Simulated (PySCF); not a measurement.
Species: C7H6ClF.
Cartesian coordinates in Å at the GFN2-xTB level; atoms count from 1:
```
atom  x, y, z in Å
F1    -2.4048    0.9838    1.0242
C2    -1.3112    0.6091    0.3584
C3    -0.6060    1.2818   -0.5381
C4     0.5522    0.3649   -0.9088
C5    -0.1626   -0.9987   -0.8367
C6    -0.6532   -0.7407    0.6014
C7     0.6813   -0.4228    1.2649
C8     1.3961    0.2346    0.3588
Cl9    2.9547    0.9045    0.4902
H10   -0.7501    2.2729   -0.9172
H11    1.0923    0.6209   -1.8140
H12    0.5157   -1.8467   -0.9133
H13   -0.9703   -1.0989   -1.5598
H14   -1.2676   -1.4895    1.0903
H15    0.9289   -0.6672    2.2780
```

The closed-shell SCF was solved with PySCF and density fitting under several settings on one GFN2-xTB geometry (grid level 2 and gas phase unless stated).

```
      settings  basis functions  SCF cycles     E (Eh)  HOMO (eV)  LUMO (eV)  dipole (D)
 PBE0/pcSseg-1              190          14  -829.6940      -6.58      -0.61        1.46
PBE0/def2-SVPD              238          14  -829.3704      -6.61      -0.68        1.53
```

Problem. Estimate the row for these settings: PBE0/6-31G.

Solution. 
| settings | basis functions | SCF cycles | E (Eh) | HOMO (eV) | LUMO (eV) | dipole (D) |
| --- | --- | --- | --- | --- | --- | --- |
| PBE0/6-31G | 97 | 14 | -829.6227 | -6.45 | -0.28 | 1.61 |

Problem. Over all rows, what range does the HOMO–LUMO gap span?

Solution. From 5.93 eV (PBE0/def2-SVPD) to 6.17 eV (PBE0/6-31G).

Problem. And the dipole moment?

Solution. From 1.46 D (PBE0/pcSseg-1) to 1.61 D (PBE0/6-31G); the largest is 1.10 times the smallest, and the median is 1.53 D.

Problem. Compare two rows with the functional PBE0: PBE0/pcSseg-1 and PBE0/def2-SVPD. Which energy is lower, and by how much?

Solution. PBE0/pcSseg-1 (190 functions) lies 0.3236 Eh or 203 kcal/mol below PBE0/def2-SVPD (238 functions). The smaller set gives the lower energy; the two sets aren't nested, so the variational bound doesn't order them by size.

Whole jobs, the steps after the SCF included, on one thread of an Arm Neoverse V2, no GPU, on a shared host:

```json
{"settings": "PBE0/pcSseg-1", "work after the SCF": "shieldings, ring-centre shieldings, charges and field gradients", "wall time": "28 s", "peak memory": "0.85 GiB"}
{"settings": "PBE0/def2-SVPD", "work after the SCF": "6 singlets by full TDDFT, 2 Tamm–Dancoff triplets, polarisability", "wall time": "49 s", "peak memory": "0.94 GiB"}
{"settings": "PBE0/6-31G", "work after the SCF": "shieldings, ring-centre shieldings, charges and field gradients", "wall time": "12 s", "peak memory": "0.59 GiB"}
```

Cycle counts include a coarse-grid stage where the run had one.
